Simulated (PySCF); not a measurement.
water (H₂O), SMILES O. Atoms are numbered in the order given.

```xyz
3

O      0.0000     0.0000    -0.1169
H      0.0000    -0.7650     0.4676
H      0.0000     0.7650     0.4676
```

Geometry: B3LYP-D3(BJ)/def2-TZVP.

The numbers are results of KT2/pcSseg-2 run with PySCF, not measurements.

GIAO shieldings, no solvent; atoms alike by connectivity are averaged. δ = σ(ref) − σ: ¹H against TMS (σ = 31.47 ppm), references at their B3LYP-D3(BJ)/def2-TZVP geometries, non-relativistic.

Problem. Estimate the chemical shifts. (An estimate is asked for; the answer gives what the named calculation found.)

Solution. 
```csv
nucleus,atoms,count,δ (ppm)
¹H,"H2, H3",2,0.39
```
